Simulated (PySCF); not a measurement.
**C7H8F: g tensor and hyperfine couplings**

Species: C7H8F (doublet state).
SMILES with atom numbers: `[CH:1]#[C:2][CH2:3]/[C:4](=[C:5]\[CH3:6])[CH2:7][F:8]` (hydrogens: H9 on C1; H10, H11 on C3; H12, H13, H14 on C6; H15, H16 on C7)

Cartesian coordinates in Å at the GFN2-xTB level; atoms count from 1:
```xyz
16
C7H8F angstrom
C      2.133    1.887    0.904
C      1.410    1.384    0.091
C      0.528    0.726   -0.841
C     -0.045   -0.554   -0.197
C     -1.261   -0.671    0.231
C     -2.518    0.032    0.415
C      0.966   -1.670   -0.122
F      1.340   -2.069   -1.391
H      2.770    2.354    1.593
H      1.082    0.435   -1.737
H     -0.287    1.395   -1.122
H     -2.403    1.115    0.286
H     -2.902   -0.144    1.422
H     -3.257   -0.330   -0.300
H      1.882   -1.331    0.376
H      0.557   -2.550    0.380
```

The hyperfine couplings belong to this conformer and change with its torsions.

Method: UKS B3LYP, pcH-1 on C F H, non-relativistic, mean-field spin-orbit, GIAO in PySCF. Geometry: GFN2-xTB, one conformer, isolated molecule. The geometry wasn't refined by DFT: couplings that depend on bond lengths, twists or pyramidal angles can differ widely from those at the functional's own minimum. No stability test was run, so a lower SCF solution isn't excluded.

```
g1, g2, g3                      : 2.00168, 2.00226, 2.00270
g_iso                           : 2.00221
Form of g                       : rhombic: the two nearest values differ by 44 % of g3 − g1
⟨S²⟩                            : 0.7583 (exact 0.7500)
HOMO–LUMO gap, α and β orbitals : 5.99, 5.03 eV
Basis functions                 : 280
```

Hyperfine couplings atom by atom, in MHz; T1 to T3 are the principal values of the dipolar part:

| atom | isotope | a_iso | T1 | T2 | T3 | Mulliken spin population |
| --- | --- | --- | --- | --- | --- | --- |
| C1 | 13C | 2.3 | -2.1 | -1.7 | 3.8 | 0.03 |
| C2 | 13C | -7.7 | -1.6 | -0.1 | 1.7 | -0.02 |
| C3 | 13C | 66.6 | -8.0 | -7.1 | 15.1 | 0.08 |
| C4 | 13C | -2.4 | -17.6 | 1.8 | 15.8 | -0.17 |
| C5 | 13C | 264.2 | -81.2 | -61.3 | 142.6 | 1.00 |
| C6 | 13C | 13.2 | -4.7 | -3.8 | 8.4 | -0.04 |
| C7 | 13C | 62.5 | -4.8 | -4.2 | 9.0 | 0.04 |
| F8 | 19F | -10.2 | -13.7 | -4.4 | 18.0 | 0.00 |
| H9 | 1H | -2.2 | -1.4 | -0.4 | 1.8 | 0.00 |
| H10 | 1H | -2.7 | -4.1 | -1.1 | 5.2 | 0.00 |
| H11 | 1H | -6.2 | -5.6 | -0.8 | 6.4 | 0.00 |
| H12 | 1H | 137.1 | -5.5 | -1.8 | 7.3 | 0.07 |
| H13 | 1H | 51.6 | -6.8 | -5.6 | 12.4 | 0.02 |
| H14 | 1H | 12.2 | -6.3 | -4.7 | 11.1 | 0.00 |
| H15 | 1H | 1.1 | -2.6 | -2.0 | 4.6 | 0.00 |
| H16 | 1H | -3.6 | -6.2 | -2.4 | 8.5 | 0.00 |

Largest spin populations (Mulliken): C5 (+1.00), C4 (-0.17), C3 (+0.08) and H12 (+0.07). No atom but C5 exceeds +0.15.

Axes: g1 points within 15° of the C5–C6 bond and g2 points within 14° of the C3–C4 bond.

Under fast tumbling the dipolar parts average out, and these isotropic splittings remain: 3 × 1H (H12/H13/H14, I = 1/2, 4 lines) with 2.39 mT, 1 × 19F (F8, I = 1/2, 2 lines) with 0.36 mT, 2 × 1H (H10/H11, I = 1/2, 3 lines) with 0.16 mT, 1 × 1H (H9, I = 1/2, 2 lines) with 0.08 mT and 2 × 1H (H15/H16, I = 1/2, 3 lines) with 0.04 mT.

Class means assume fast exchange of nuclei equivalent by connectivity; if that motion is slow, each nucleus keeps its own coupling. The three 1H nuclei of mean +67.0 MHz run from 12.2 to 137.1 MHz in the frozen geometry.

The 13C coupling of C5 (264.2 MHz) shows only in satellite lines or after enrichment, since that isotope makes up about 1.07 % of natural carbon.
